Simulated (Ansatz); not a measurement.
**Molecular dynamics of CH$_{4}$Cl$_{2}$Sn**

input.yaml

```yaml
crystal:
  periodic: [false, false, false]
  atoms:
    - { symbol: Sn, position_ang: [-0.029406, -0.05286, 0.075013] }
    - { symbol: H, position_ang: [0.109538, 0.167466, 1.763644] }
    - { symbol: Cl, position_ang: [2.1608, -0.020933, -0.798673] }
    - { symbol: Cl, position_ang: [-1.112622, 1.861815, -0.774733] }
    - { symbol: C, position_ang: [-1.019029, -1.767232, -0.734153] }
    - { symbol: H, position_ang: [-1.561228, -2.302096, 0.058032] }
    - { symbol: H, position_ang: [-1.722789, -1.421272, -1.503452] }
    - { symbol: H, position_ang: [-0.262163, -2.423588, -1.184977] }
basis:
  gaussian: { orbitals: def2-SVP }
hamiltonian:
  xc: r2scan
  dispersion: d4
md:
  timestep: 0.5
  n_steps: 300
  ensemble: nve
  temperature: 1500.0
  initial_velocities: maxwell_boltzmann
  seed: 38189
  masses: [{ species: H, mass: 10.0 }]
```

Launched with:

```bash
$ ansatz run input.yaml --threads 2 --pin off --max-ram 3072MiB --backend cpu --events-out ev --progress --plain --runs-dir out
```

It starts from a relaxed structure.

Output, in part (step lines, the closing report, with atoms numbered from 0):

```
md step     0: t =     0.00 fs  T =  1500.0 K  F+E_penalty+E_count = -31972.65723551 eV  E_kin = 1.163340 eV  conserved = -31971.49389552 eV  (27 SCF iters)
md step     1: t =     0.50 fs  T =  1493.5 K  F+E_penalty+E_count = -31972.65220931 eV  E_kin = 1.158336 eV  conserved = -31971.49387317 eV  (31 SCF iters)
md step     2: t =     1.00 fs  T =  1474.5 K  F+E_penalty+E_count = -31972.63740799 eV  E_kin = 1.143591 eV  conserved = -31971.49381694 eV  (31 SCF iters)
md step     3: t =     1.50 fs  T =  1444.1 K  F+E_penalty+E_count = -31972.61370191 eV  E_kin = 1.119971 eV  conserved = -31971.49373127 eV  (31 SCF iters)
md step     4: t =     2.00 fs  T =  1403.9 K  F+E_penalty+E_count = -31972.58242678 eV  E_kin = 1.088804 eV  conserved = -31971.49362257 eV  (31 SCF iters)
md step     5: t =     2.50 fs  T =  1356.2 K  F+E_penalty+E_count = -31972.54528337 eV  E_kin = 1.051785 eV  conserved = -31971.49349880 eV  (31 SCF iters)
md step     6: t =     3.00 fs  T =  1303.4 K  F+E_penalty+E_count = -31972.50421347 eV  E_kin = 1.010845 eV  conserved = -31971.49336867 eV  (31 SCF iters)
md step     7: t =     3.50 fs  T =  1248.2 K  F+E_penalty+E_count = -31972.46126180 eV  E_kin = 0.968020 eV  conserved = -31971.49324139 eV  (31 SCF iters)
[... lines left out ...]
md step   297: t =   148.50 fs  T =   424.2 K  F+E_penalty+E_count = -31971.82182528 eV  E_kin = 0.328979 eV  conserved = -31971.49284652 eV  (32 SCF iters)
md step   298: t =   149.00 fs  T =   430.7 K  F+E_penalty+E_count = -31971.82684105 eV  E_kin = 0.334001 eV  conserved = -31971.49284045 eV  (29 SCF iters)
md step   299: t =   149.50 fs  T =   445.5 K  F+E_penalty+E_count = -31971.83839417 eV  E_kin = 0.345533 eV  conserved = -31971.49286122 eV  (32 SCF iters)
md step   300: t =   150.00 fs  T =   468.4 K  F+E_penalty+E_count = -31971.85614829 eV  E_kin = 0.363241 eV  conserved = -31971.49290730 eV  (30 SCF iters)
Total energy: -31971.85615855 eV, -1174.9440425242 hartree
Atom 0 at    -0.164152     0.011315     0.053174 Å, force     1.270241    -1.108134    -0.471845 eV/Å
Atom 1 at    -0.177502     0.214116     1.789953 Å, force    -0.039511    -0.074735    -0.478169 eV/Å
Atom 2 at     2.161386    -0.172928    -0.743821 Å, force    -0.987444     0.228039     0.461594 eV/Å
Atom 3 at    -0.837781     2.172859    -0.744674 Å, force    -0.042156    -0.776654     0.059515 eV/Å
Atom 4 at    -0.796410    -2.013012    -0.781055 Å, force    -2.823763     2.359481     1.506392 eV/Å
Atom 5 at    -0.661630    -2.848289    -0.170100 Å, force     1.149200    -1.283094     2.258828 eV/Å
Atom 6 at    -1.912012    -2.077639    -0.813770 Å, force     0.412207     0.563546    -0.734085 eV/Å
Atom 7 at    -0.329709    -2.298119    -1.658262 Å, force     1.061227     0.091552    -2.602230 eV/Å
Dipole moment:    -0.577089    -0.555159     0.283894 e Å
```

The steps, from the saved trajectory:

```csv
time (fs),T (K),potential energy less start (eV),conserved less start (meV/atom)
0,1500,0.000,0.00
5,1092,0.317,0.12
10,935,0.439,0.08
15,788,0.553,0.07
20,563,0.728,0.14
25,858,0.498,0.00
30,615,0.688,0.15
35,846,0.507,0.03
40,686,0.632,0.10
45,670,0.645,0.12
50,1013,0.378,0.02
55,806,0.539,0.15
60,1008,0.382,0.02
65,745,0.587,0.10
70,626,0.679,0.11
75,778,0.561,0.04
80,530,0.753,0.12
85,617,0.685,0.01
90,439,0.824,0.15
95,760,0.574,0.03
100,698,0.623,0.10
105,816,0.531,0.08
110,818,0.529,0.05
115,505,0.773,0.14
120,682,0.635,0.07
125,729,0.599,0.09
130,734,0.595,0.08
135,628,0.677,0.09
140,605,0.695,0.09
145,547,0.740,0.07
150,468,0.801,0.12
```

The run went to its last step. The conserved energy stayed within 0.15 meV per atom of its start (net change 0.12 meV per atom), so the integration is sound. Over the second half the temperature averaged 0.43 of the 1500 K drawn at the start: a run that starts near a minimum puts about half its kinetic energy into the potential. A run of 0.15 ps of so small a system gives no equilibrium averages.

The same pairs are bonded in the first frame and the last. Pairs count as bonded within 1.25 times the sum of covalent radii (0.12 Å more for H–H).

Last frame:

```xyz
8
Properties=species:S:1:pos:R:3
Sn -0.164 0.011 0.053
H -0.177 0.214 1.790
Cl 2.161 -0.173 -0.744
Cl -0.838 2.173 -0.745
C -0.796 -2.013 -0.781
H -0.662 -2.848 -0.170
H -1.912 -2.078 -0.814
H -0.330 -2.298 -1.658
```

The run took 19 min on 2 threads of Arm Neoverse V2 (shared host), peak memory 0.15 GiB.
